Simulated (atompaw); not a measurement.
# What one change does to a pseudopotential (La, PAW (atompaw))

* Element: lanthanum (La)
* Generator: atompaw 4.2.0.5
* Type: PAW
* Functional: PBEsol
* Relativity: scalar-relativistic
* Frozen core: [Kr] 4d10
* Valence charge: 11
* Reference configuration: 4f0 5s2 5p6 5d1 6s1.75 6p0.25
* Partial waves: 5s (bound): rc 2.90 bohr; 6s (bound): rc 3.00 bohr; 5p (bound): rc 3.00 bohr; 6p (bound): rc 3.00 bohr; 5d (bound): rc 2.45 bohr; 5d channel at 0.3 Ry: rc 3.00 bohr; 4f (bound, empty): rc 1.30 bohr; 4f channel at 0.65 Ry: rc 1.30 bohr
* Local potential: ultrasoft scheme with l = 4 at -0.5 Ry, radius 2.15 bohr
* Core correction: smooth core density matched at 1.85 bohr
* Augmentation charge: besselshape compensation charge, radius 2.60 bohr; PAW radius 3.00 bohr; waves and projectors: custom polynom vanderbiltortho

Change: wave 5d (bound): rc 2.45 bohr becomes 5d (bound): rc 2.92 bohr.

Cutoffs: the cutoffs (Ry, on a coarse ladder) from which the occupation-weighted sum of valence levels, in a spherical-Bessel basis at the reference potential, stays within 10 and 1 mRy of its value at 400 Ry; they do not see the model core or the augmentation charge, which bear on the density cutoff.

What does the change do?

The potential gets softer (12 Ry and 15 Ry → 10 Ry and 15 Ry); neither file shows a bound ghost.

```csv
quantity,base,changed
"cutoff, loose",12 Ry,10 Ry
"cutoff, tight",15 Ry,15 Ry
loose cutoff by channel (10 mRy a level),"s 6 Ry, p 8 Ry, d 10 Ry","s 6 Ry, p 8 Ry, d 8 Ry"
bound ghosts,none,none
s: phases at 3.00 bohr within 0.05 rad from the reference energy up to (Ry; the scan ends near 5),2.3,2.3
p: phases at 3.00 bohr within 0.05 rad from the reference energy up to (Ry; the scan ends near 5),4.6,4.6
d: phases at 3.00 bohr within 0.05 rad from the reference energy up to (Ry; the scan ends near 5),2.0,2.4
f: phases at 3.00 bohr within 0.05 rad from the reference energy up to (Ry; the scan ends near 5),4.4,4.4
lowest overlap eigenvalue by channel,"s 0.77, p 0.86, d 0.57, f 0.95","s 0.77, p 0.86, d 0.91, f 0.95"
```

Base: The cutoffs count occupied waves only; the empty 4f level needs 70 Ry at the loose tolerance. Changed file: The cutoffs count occupied waves only; the empty 4f level needs 70 Ry at the loose tolerance. The cutoffs see the waves, projectors and local potential, not the compensation charge or the core.
